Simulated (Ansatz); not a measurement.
One change: `C1N[SiH2]1` becomes `[CH2]1[SiH2][SbH]1`.

Ansatz, PBE0-D4/def2-TZVP geometries, multiplicity 1. 

Elements past krypton have def2 core potentials.

| property | `C1N[SiH2]1` |
| --- | --- |
| size of the dipole moment (ωB97M-V/def2-TZVPP) / D | 1.26 |
| LUMO energy (ωB97M-V/def2-TZVPP) / eV | 1.57 |
| HOMO–LUMO gap (B3LYP/def2-TZVPP) / eV | 6.20 |
| HOMO energy (B3LYP/def2-TZVPP) / eV | -6.55 |
| HOMO–LUMO gap (PBE0/def2-TZVPP) / eV | 6.68 |
| size of the dipole moment (PBE/def2-TZVPP) / D | 1.12 |

(1) Give the same properties after the change, and the shifts. (An estimate is asked.)

Results:

(1) Computed: 
| property | `[CH2]1[SiH2][SbH]1` | shift |
| --- | --- | --- |
| size of the dipole moment (ωB97M-V/def2-TZVPP) / D | 0.61 | -0.65 |
| LUMO energy (ωB97M-V/def2-TZVPP) / eV | 0.88 | -0.69 |
| HOMO–LUMO gap (B3LYP/def2-TZVPP) / eV | 5.38 | -0.82 |
| HOMO energy (B3LYP/def2-TZVPP) / eV | -6.36 | 0.19 |
| HOMO–LUMO gap (PBE0/def2-TZVPP) / eV | 5.78 | -0.90 |
| size of the dipole moment (PBE/def2-TZVPP) / D | 0.58 | -0.54 |

With PBE0 the HOMO rises by 0.23 eV and the LUMO falls by 0.67 eV, so the gap narrows by about 0.90 eV. PBE moves the HOMO by -0.11 eV and ωB97M-V by 0.58 eV. Dipoles are sizes alone; their direction can turn.

B3LYP here is the variant with VWN-RPA as its local correlation; programs differ in this.

Spin–orbit coupling is left out; it splits and shifts lone-pair levels of the heavy atoms by tenths of an eV.
